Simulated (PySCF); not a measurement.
How well do the runs reproduce experiment for CsCl?

**Experimental background.**

From Liu, Meijer, Perez-Rios, Phys. Chem. Chem. Phys. 22 (2020) 24191, for the gas: dipole moment 10.387 D.

The runs below try to reproduce these values; the comparison stands at the end.

Compound: CsCl.
SMILES with atom numbers: `[Cl:1][Cs:2]`

Cartesian coordinates in Å at the PBE0-D3(BJ)/def2-SVP level; atoms count from 1:
```xyz
2
CsCl angstrom
Cl     1.483   -0.037    0.009
Cs    -1.453    0.013   -0.014
```

Runs made with PySCF (gas phase, on this PBE0-D3(BJ)/def2-SVP geometry; no spin–orbit coupling):

```json
{"level": "PBE0-D3(BJ)/def2-SVP, grid level 1", "job": "geometry optimisation from a GFN2-xTB start shaken at random", "basis functions": "42", "wall time": "2.9 s"}
```

Hardware: an Arm Neoverse V1 with one thread (shared host).

Atoms past Kr carry def2 core potentials in the def2 sets.

## Comparison

**Dipole moment.** Measured: 10.387 D (Liu, Meijer, Perez-Rios, Phys. Chem. Chem. Phys. 22 (2020) 24191).

```json
{"level": "PBE0-D3(BJ)/def2-SVP", "computed (D)": "9.940", "computed − measured (D)": "-0.447", "% (from the printed values)": "-4"}
```

The computed dipoles belong to one fixed geometry; measured ones are averaged over vibrations unless marked μe. Magnitudes are compared, not signs.

No measured geometry was used, and the causes of the misses weren't examined.
